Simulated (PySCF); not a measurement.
Radial density of P (phosphorus, neutral)

UHF, [Ne] 3s1 3p4, high-spin 4P determinant (an excited configuration). All numbers are calculated (PySCF 2.14, the spin-free X2C one-electron Hamiltonian (Gaussian nucleus), in x2c-QZVPPall).

```json
{"r (bohr)": "0.00204", "4πr²ρ (e/bohr)": "0.1231", "4πr²(ρα − ρβ)": "0.0004"}
{"r (bohr)": "0.00343", "4πr²ρ (e/bohr)": "0.3243", "4πr²(ρα − ρβ)": "0.0010"}
{"r (bohr)": "0.00577", "4πr²ρ (e/bohr)": "0.8325", "4πr²(ρα − ρβ)": "0.0026"}
{"r (bohr)": "0.00971", "4πr²ρ (e/bohr)": "2.043", "4πr²(ρα − ρβ)": "0.0063"}
{"r (bohr)": "0.0163", "4πr²ρ (e/bohr)": "4.651", "4πr²(ρα − ρβ)": "0.0143"}
{"r (bohr)": "0.0275", "4πr²ρ (e/bohr)": "9.300", "4πr²(ρα − ρβ)": "0.0282"}
{"r (bohr)": "0.0462", "4πr²ρ (e/bohr)": "14.95", "4πr²(ρα − ρβ)": "0.0443"}
{"r (bohr)": "0.0777", "4πr²ρ (e/bohr)": "16.94", "4πr²(ρα − ρβ)": "0.0532"}
{"r (bohr)": "0.131", "4πr²ρ (e/bohr)": "12.55", "4πr²(ρα − ρβ)": "0.0883"}
{"r (bohr)": "0.220", "4πr²ρ (e/bohr)": "11.75", "4πr²(ρα − ρβ)": "0.2585"}
{"r (bohr)": "0.370", "4πr²ρ (e/bohr)": "16.05", "4πr²(ρα − ρβ)": "0.3252"}
{"r (bohr)": "0.622", "4πr²ρ (e/bohr)": "9.103", "4πr²(ρα − ρβ)": "-0.0172"}
{"r (bohr)": "1.05", "4πr²ρ (e/bohr)": "2.240", "4πr²(ρα − ρβ)": "0.7664"}
{"r (bohr)": "1.76", "4πr²ρ (e/bohr)": "2.539", "4πr²(ρα − ρβ)": "1.7618"}
{"r (bohr)": "2.96", "4πr²ρ (e/bohr)": "1.112", "4πr²(ρα − ρβ)": "0.5736"}
{"r (bohr)": "4.98", "4πr²ρ (e/bohr)": "0.1089", "4πr²(ρα − ρβ)": "-0.0038"}
{"r (bohr)": "8.37", "4πr²ρ (e/bohr)": "0.0007265", "4πr²(ρα − ρβ)": "-0.0003"}
```

Densities and radii are taken from the X2C orbitals without a picture-change correction, which distorts them close to the nucleus.

Where is the radial spin density 4πr²(ρα − ρβ) most negative, and why is it negative at all?

Around r = 0.622 bohr, down to -0.0172 e/bohr: exchange with the open shell polarises the paired shells in an unrestricted calculation.
